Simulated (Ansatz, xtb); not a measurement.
# Isomers of H6N2OSi in order of energy

3 gas-phase structures of H6N2OSi, found in a search over its isomers (lower ones may exist). Each was relaxed with GFN2-xTB; where two conformers were screened, the lower at r2SCAN-D4/def2-SVP is listed:

A. a singlet given by its coordinates
B. `N[SiH](N)O`, a singlet
C. `NN[SiH2]O`, a singlet

A (Å):

| atom | x (Å) | y (Å) | z (Å) |
| --- | --- | --- | --- |
| N | -0.4915 | -0.4817 | 0.7002 |
| N | -1.3677 | -1.1391 | -1.8572 |
| O | -1.8499 | 1.4632 | -0.8639 |
| Si | -1.8332 | 0.0843 | -0.2361 |
| H | -0.6510 | -1.1291 | 1.4541 |
| H | 0.1711 | 0.2185 | 0.9906 |
| H | -2.9918 | -0.7113 | 0.1534 |
| H | -1.4964 | -2.1312 | -1.7065 |
| H | -1.9323 | -0.8178 | -2.6323 |
| H | -0.3941 | -0.9415 | -2.0483 |

Close contacts (Å): N1–Si4 1.73, N2–Si4 2.08, O3–Si4 1.52, N1–H5 1.01, N1–H6 1.01, N2–H8 1.01, N2–H9 1.01, N2–H10 1.01, Si4–H7 1.46.

Problem. Estimate their order in r2SCAN-D4/def2-SVP energy at these geometries, lowest first.

Solution. Calculated order at r2SCAN-D4/def2-SVP: B (0.0), A (27.8), C (56.0) kcal/mol.

Energies above the lowest of each column, in kcal/mol; the last columns are at B3LYP/6-31G* geometries:

```json
{"structure": "B", "GFN2-xTB": "0.0", "HF/STO-3G": "0.0", "r2SCAN-D4/def2-SVP": "0.0", "B3LYP/6-31G*": "0.0", "CCSD(T)/def2-SVP + ΔMP2/def2-TZVPP": "0.0"}
{"structure": "A", "GFN2-xTB": "10.2", "HF/STO-3G": "75.4", "r2SCAN-D4/def2-SVP": "27.8", "B3LYP/6-31G*": "24.0", "CCSD(T)/def2-SVP + ΔMP2/def2-TZVPP": "28.9"}
{"structure": "C", "GFN2-xTB": "31.6", "HF/STO-3G": "38.9", "r2SCAN-D4/def2-SVP": "56.0", "B3LYP/6-31G*": "51.7", "CCSD(T)/def2-SVP + ΔMP2/def2-TZVPP": "60.0"}
```

Every level run on B puts it lowest or level with the lowest. Some further structures that were screened fall inside this span and aren't listed. Flexible structures stand in one conformer each, not always the lowest. The ΔMP2 step shifts differences by up to 6.5 kcal/mol, which makes them less sure. ΔMP2 is the change of the MP2 energy from the smaller to the larger basis.

Programs: Ansatz 0.2.0, xtb 6.7.1 (Pople sets with spherical d functions).
